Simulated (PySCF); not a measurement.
## Atomic charges by several schemes

Species: C4H14O2Si3.
Atom-mapped SMILES: `[CH2:1]=[C:2]([CH3:3])[SiH2:4][Si@H:5]([O:6][CH3:7])[O:8][SiH3:9]` (hydrogens: H10, H11 on C1; H12, H13, H14 on C3; H15, H16 on Si4; H17 on Si5; H18, H19, H20 on C7; H21, H22, H23 on Si9)

Geometry (GFN2-xTB, Å), atoms numbered from 1 in this order:
```xyz
23
C4H14O2Si3 angstrom
C      3.5619   -1.0924   -0.2864
C      2.6236   -0.3393    0.2707
C      2.8747    1.1060    0.5833
Si     0.8994   -0.9907    0.7005
Si    -0.6719    0.1162   -0.5452
O     -1.1068    1.3381    0.4374
C     -2.2513    2.1364    0.3599
O     -1.9544   -0.8453   -0.8502
Si    -3.2985   -1.6729   -0.5159
H      3.3935   -2.1327   -0.5066
H      4.5387   -0.7079   -0.5437
H      2.8602    1.2565    1.6622
H      3.8377    1.4391    0.1997
H      2.0881    1.7271    0.1561
H      0.7472   -0.8569    2.1653
H      0.9026   -2.4425    0.4461
H     -0.4135    0.6111   -1.9049
H     -2.1575    2.8660   -0.4480
H     -2.3633    2.6605    1.3098
H     -3.1359    1.5213    0.1768
H     -4.4306   -0.8049   -0.8521
H     -3.2329   -2.8570   -1.3670
H     -3.3156   -2.0089    0.9080
```

Density: PBE0/pcSseg-1 (PySCF); schemes: Mulliken, IAO, Hirshfeld and ESP-fitted. One conformer (not necessarily the lowest) at the GFN2-xTB geometry, without solvent, vibrations or thermal averaging.

**Question.** Which atoms carry the highest charge in the Mulliken, IAO, Hirshfeld and ESP-fitted schemes?

**Answer.** The schemes don't all agree: Mulliken Si5 (+0.959); IAO Si5 (+1.066); Hirshfeld Si9 (+0.390); ESP-fitted Si5 (+0.625).

**Question.** Do the Mulliken, IAO, Hirshfeld and ESP-fitted schemes agree on where the charge is lowest?

**Answer.** The schemes don't all agree: Mulliken O8 (-0.735); IAO O8 (-0.890); Hirshfeld O8 (-0.305); ESP-fitted C1 (-0.526).

**Question.** Tabulate the Mulliken, IAO, Hirshfeld and ESP-fitted charges.

**Answer.** In e:

```
atom                      environment  Mulliken     IAO  Hirshfeld  ESP-fitted
  C1             terminal =CH2 carbon    -0.087  -0.311     -0.105      -0.526
  C2  fully substituted alkene carbon    -0.608  -0.228     -0.079      +0.219
  C3                   allylic carbon    -0.185  -0.418     -0.119      -0.512
 Si4                     SiH2 silicon    +0.325  +0.407     +0.234      -0.042
 Si5             oxygen-bound silicon    +0.959  +1.066     +0.384      +0.625
  O6               silyl ether oxygen    -0.649  -0.647     -0.232      -0.356
  C7                   methoxy carbon    -0.015  -0.195     -0.031      -0.128
  O8                  siloxane oxygen    -0.735  -0.890     -0.305      -0.420
 Si9             oxygen-bound silicon    +0.717  +0.885     +0.390      +0.565
 H10                 vinylic hydrogen    +0.108  +0.144     +0.040      +0.181
 H11                 vinylic hydrogen    +0.103  +0.140     +0.042      +0.194
 H12                  methyl hydrogen    +0.133  +0.153     +0.046      +0.152
 H13                  methyl hydrogen    +0.113  +0.142     +0.044      +0.156
 H14                  methyl hydrogen    +0.128  +0.144     +0.042      +0.133
 H15                    Si–H hydrogen    -0.049  -0.096     -0.073      -0.016
 H16                    Si–H hydrogen    -0.075  -0.107     -0.078      -0.029
 H17                    Si–H hydrogen    -0.138  -0.160     -0.089      -0.130
 H18                  methyl hydrogen    +0.102  +0.134     +0.043      +0.099
 H19                  methyl hydrogen    +0.120  +0.154     +0.050      +0.100
 H20                  methyl hydrogen    +0.100  +0.126     +0.040      +0.089
 H21                    Si–H hydrogen    -0.128  -0.151     -0.083      -0.124
 H22                    Si–H hydrogen    -0.116  -0.140     -0.079      -0.122
 H23                    Si–H hydrogen    -0.124  -0.153     -0.082      -0.107
```

Mean size of the charges over all atoms: IAO 0.304 e, Mulliken 0.253 e, ESP-fitted 0.219 e, Hirshfeld 0.118 e. Each set sums to the total charge, 0, to within 0.001 e. The IAO scheme projects the occupied orbitals on a minimal set of polarised atomic orbitals and counts the electrons in each atom's part of it.

**Question.** How many electrons does the Hirshfeld scheme count on O6?

**Answer.** Z − q = 8 − (-0.232) = 8.232.

**Question.** Sum the charges by element.

**Answer.** 
```json
{"element": "C", "atoms": "4", "Mulliken": "-0.894", "IAO": "-1.151", "Hirshfeld": "-0.334", "ESP-fitted": "-0.947"}
{"element": "Si", "atoms": "3", "Mulliken": "+2.000", "IAO": "+2.358", "Hirshfeld": "+1.008", "ESP-fitted": "+1.147"}
{"element": "O", "atoms": "2", "Mulliken": "-1.384", "IAO": "-1.537", "Hirshfeld": "-0.538", "ESP-fitted": "-0.776"}
{"element": "H", "atoms": "14", "Mulliken": "+0.278", "IAO": "+0.330", "Hirshfeld": "-0.137", "ESP-fitted": "+0.576"}
```

**Question.** How closely do the schemes follow one another over all atoms?

**Answer.** Correlation coefficient and root-mean-square difference: IAO with Hirshfeld 0.98, 0.258 e; Mulliken with IAO 0.96, 0.126 e; Mulliken with Hirshfeld 0.94, 0.222 e; IAO with ESP-fitted 0.87, 0.218 e; Hirshfeld with ESP-fitted 0.82, 0.177 e; Mulliken with ESP-fitted 0.73, 0.253 e.
